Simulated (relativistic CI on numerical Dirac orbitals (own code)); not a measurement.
**Electric-dipole transitions in I¹⁶⁺**

Computed by Dirac-Coulomb-Breit CI, separate exchange-only KLI orbitals for each configuration, QED by a radiative potential, unscaled Slater integrals (own radial code, finite nucleus).

CI space (outside the closed core [Ar] 3d10): 4s2.4p6.4d, 4s2.4p5.4d2, 4s2.4p6.4f, 4s.4p6.4d2, 4s2.4p5.4d.4f, 4s2.4p6.5s, 4s2.4p6.5p, 4s.4p6.4d.4f, 4s2.4p6.5d, 4s2.4p5.4d.5s, 4s2.4p6.5f, 4s2.4p6.6s, 4s2.4p5.4d.5p, 4s2.4p6.5g, 4s2.4p6.6p, 4s2.4p6.6d, 4s.4p6.4d.5s, 4s2.4p5.4d.5d, 4s.4p6.4f.5s, 4s2.4p6.6f, 4p6.4d3, 4p5.4d4, 4p5.4d3.4f, 4p6.4d.4f2, 4p5.4d2.4f2, 4p6.4f3, 4p5.4d.4f3, 4p6.4f2.5s, 4p6.4f2.5p, 4s.4p6.4f2, 4s.4p5.4f3. Double excitations out of closed p, d and f shells are left out; levels of such configurations are missing from the list, as are those of other unlisted configurations, and high levels can miss mixing partners. These lack a partner that the ground configuration has and come out too high: 4s2.4p5.4d.5s, 4s2.4p5.4d.5p, 4s2.4p5.4d.5d, 4s2.4p6.5d, 4s2.4p6.5f.

| λ vac (nm) | Lower | Upper | A (s⁻¹) | E lower (cm⁻¹) | E upper (cm⁻¹) |
| --- | --- | --- | --- | --- | --- |
| 8.8602 | 4s2.4p6.4f 2F°_7/2 [34] | 4s2.4p6.5g 2G_9/2 [259] | 4.27e+11 | 782995 | 1911634 |
| 10.388 | 4s2.4p5.4d2 2F°_7/2 [49] | 4s2.4p6.5g 2G_9/2 [259] | 4.91e+11 | 948965 | 1911634 |
| 10.626 | 4s2.4p6.4d 2D_3/2 [1] | 4s2.4p5.4d2 2D°_3/2 [47] | 9.26e+11 | 0 | 941063 |
| 10.651 | 4s2.4p6.4f 2F°_7/2 [34] | 4s2.4p5.4d.4f 2F_7/2 [197] | 4.47e+11 | 782995 | 1721868 |
| 10.688 | 4s2.4p6.4d 2D_3/2 [1] | 4s2.4p5.4d2 2P°_3/2 [46] | 3.27e+11 | 0 | 935593 |
| 10.693 | 4s2.4p6.5p 2P°_3/2 [52] | 4s2.4p5.4d.5p 2D_5/2 [331] | 6.92e+11 | 1155623 | 2090772 |
| 10.764 | 4s2.4p6.4d 2D_5/2 [2] | 4s2.4p5.4d2 2F°_7/2 [49] | 1.06e+12 | 19939 | 948965 |
| 10.793 | 4s2.4p6.4d 2D_5/2 [2] | 4s2.4p5.4d2 2D°_5/2 [48] | 1.21e+12 | 19939 | 946457 |
| 10.856 | 4s2.4p6.4d 2D_5/2 [2] | 4s2.4p5.4d2 2D°_3/2 [47] | 3.20e+11 | 19939 | 941063 |
| 10.921 | 4s2.4p6.4d 2D_5/2 [2] | 4s2.4p5.4d2 2P°_3/2 [46] | 6.08e+11 | 19939 | 935593 |
| 10.966 | 4s2.4p6.5s 2S_1/2 [50] | 4s2.4p5.4d.5s 2P°_3/2 [246] | 9.33e+11 | 951464 | 1863342 |
| 10.979 | 4s2.4p6.4d 2D_3/2 [1] | 4s2.4p5.4d2 2F°_5/2 [45] | 1.01e+12 | 0 | 910824 |
| 11.005 | 4s2.4p6.4d 2D_3/2 [1] | 4s2.4p5.4d2 2P°_1/2 [44] | 8.13e+11 | 0 | 908687 |
| 11.287 | 4s.4p6.4d2 2G_9/2 [63] | 4s.4p6.4d.4f 2H°_11/2 [371] | 3.39e+11 | 1253498 | 2139471 |
| 11.637 | 4s2.4p5.4d2 4D°_3/2 [4] | 4s2.4p5.4d.4f 4G_5/2 [109] | 9.80e+10 | 614950 | 1474285 |
| 11.652 | 4s.4p6.4d2 4F_9/2 [56] | 4s.4p6.4d.4f 4G°_11/2 [300] | 3.18e+11 | 1193037 | 2051261 |
| 11.658 | 4s2.4p5.4d2 4D°_1/2 [3] | 4s2.4p5.4d.4f 4F_3/2 [105] | 1.47e+11 | 611030 | 1468774 |
| 11.688 | 4s2.4p5.4d2 2G°_9/2 [25] | 4s2.4p5.4d.4f 2H_11/2 [152] | 5.30e+11 | 712887 | 1568438 |
| 11.755 | 4s2.4p5.4d2 4D°_5/2 [5] | 4s2.4p5.4d.4f 4F_7/2 [110] | 1.65e+11 | 624368 | 1475055 |
| 11.765 | 4s2.4p5.4d2 2H°_11/2 [20] | 4s2.4p5.4d.4f 2I_13/2 [137] | 4.93e+11 | 685773 | 1535780 |
| 11.781 | 4s2.4p5.4d2 2G°_9/2 [41] | 4s2.4p5.4d.4f 2H_11/2 [190] | 4.71e+11 | 817459 | 1666312 |
| 11.793 | 4s2.4p5.4d2 2G°_7/2 [39] | 4s2.4p5.4d.4f 2H_9/2 [186] | 4.44e+11 | 803139 | 1651066 |
| 11.795 | 4s2.4p5.4d2 4D°_3/2 [4] | 4s2.4p5.4d.4f 4D_5/2 [100] | 9.36e+10 | 614950 | 1462740 |
| 11.850 | 4s2.4p5.4d2 2F°_5/2 [7] | 4s2.4p5.4d.4f 2F_7/2 [113] | 1.63e+11 | 640272 | 1484125 |
| 11.900 | 4s2.4p5.4d2 4D°_7/2 [28] | 4s2.4p5.4d.4f 2G_9/2 [157] | 2.16e+11 | 737206 | 1577521 |
| 11.925 | 4s2.4p5.4d2 4D°_7/2 [6] | 4s2.4p5.4d.4f 4F_7/2 [110] | 8.84e+10 | 636465 | 1475055 |
| 11.982 | 4s2.4p5.4d2 4D°_7/2 [6] | 4s2.4p5.4d.4f 4H_9/2 [108] | 2.05e+11 | 636465 | 1471035 |
| 12.090 | 4s2.4p5.4d2 4G°_7/2 [8] | 4s2.4p5.4d.4f 4H_9/2 [108] | 7.95e+10 | 643879 | 1471035 |
| 12.104 | 4s2.4p5.4d2 4G°_7/2 [32] | 4s2.4p5.4d.4f 4H_9/2 [161] | 3.79e+11 | 764442 | 1590594 |
| 12.108 | 4s2.4p5.4d2 4G°_7/2 [8] | 4s2.4p5.4d.4f 4F_9/2 [107] | 2.06e+11 | 643879 | 1469801 |
| 12.108 | 4s2.4p5.4d2 4G°_9/2 [9] | 4s2.4p5.4d.4f 4H_9/2 [108] | 9.02e+10 | 645115 | 1471035 |
| 12.126 | 4s2.4p5.4d2 2G°_7/2 [14] | 4s2.4p5.4d.4f 2H_9/2 [121] | 2.91e+11 | 671837 | 1496482 |
| 12.134 | 4s2.4p6.4f 2F°_7/2 [34] | 4s2.4p5.4d.4f 2G_9/2 [173] | 2.35e+11 | 782995 | 1607131 |
| 12.136 | 4s2.4p5.4d2 4G°_9/2 [9] | 4s2.4p5.4d.4f 4H_11/2 [106] | 3.40e+11 | 645115 | 1469097 |
| 12.188 | 4s2.4p5.4d2 2G°_9/2 [35] | 4s2.4p5.4d.4f 2H_11/2 [169] | 3.54e+11 | 783718 | 1604200 |
| 12.212 | 4s2.4p5.4d2 4F°_9/2 [18] | 4s2.4p5.4d.4f 4G_11/2 [122] | 4.10e+11 | 681987 | 1500829 |
| 12.226 | 4s2.4p5.4d2 4G°_11/2 [10] | 4s2.4p5.4d.4f 4H_13/2 [103] | 3.55e+11 | 650319 | 1468239 |
| 12.364 | 4s2.4p5.4d2 2F°_5/2 [36] | 4s2.4p5.4d.4f 2F_7/2 [164] | 2.65e+11 | 787563 | 1596360 |
| 12.375 | 4s2.4p5.4d2 2F°_7/2 [17] | 4s2.4p5.4d.4f 2G_9/2 [116] | 1.43e+11 | 680378 | 1488429 |
| 12.568 | 4s2.4p5.4d2 4D°_3/2 [4] | 4s2.4p5.4d.4f 4D_5/2 [79] | 8.60e+10 | 614950 | 1410635 |
| 12.720 | 4s2.4p5.4d2 4D°_5/2 [5] | 4s2.4p5.4d.4f 4D_7/2 [78] | 6.45e+10 | 624368 | 1410523 |
| 12.734 | 4s2.4p5.4d2 2F°_5/2 [45] | 4s2.4p5.4d.4f 2G_7/2 [193] | 5.58e+11 | 910824 | 1696132 |
| 12.896 | 4s2.4p5.4d2 2D°_5/2 [48] | 4s2.4p5.4d.4f 2F_7/2 [197] | 2.80e+11 | 946457 | 1721868 |
| 12.952 | 4s2.4p5.4d2 2F°_7/2 [49] | 4s2.4p5.4d.4f 2G_9/2 [196] | 5.47e+11 | 948965 | 1721055 |
| 18.426 | 4s2.4p5.4d2 4G°_11/2 [10] | 4s.4p6.4d2 4F_9/2 [56] | 4.09e+10 | 650319 | 1193037 |

Terms are leading LS components. Brackets give the number of a level in order of energy, since labels repeat. The list gives strong lines, with weight on those to low levels, without lines whose two gauges differ by over a factor of 2.5, among the lowest 400 of 7400 levels, so that lines to higher ones, which can be the strongest, are missing. Levels whose partners in the same complex of configurations lie outside the list can be far off, and so can their lines. Rates are taken at the computed energies, electric ones in the length gauge.

At this charge energies of transitions that change n are usually good to better than 1 %, and those within a shell (Δn = 0) to a few per cent.

LS names give the leading component of a level, which can be under half, so a name can repeat, a term be missing and a line seem to break the LS rules.
